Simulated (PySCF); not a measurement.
# Correlation energy of Al (aluminium, neutral)

[Ne] 3s2 3p1, 2P determinant. Calculation: PySCF 2.14, in x2c-TZVPPall; the spin-free X2C one-electron Hamiltonian (Gaussian nucleus). Frozen: [Ne]; 3 electrons correlated.

```
  level  correlation energy (mhartree)
   CCSD                         -50.67
    (T)                          -1.13
CCSD(T)                         -51.80
  CCSDT                         -52.28
```

Diagnostics: T1 = 0.018, D1 = 0.0402, largest double amplitude 0.100.

Question: Is a single reference adequate?

Answer: Mostly. T1 lies below 0.03, but a double amplitude of this size points to a near-degeneracy that CCSD handles and MP2 describes poorly.
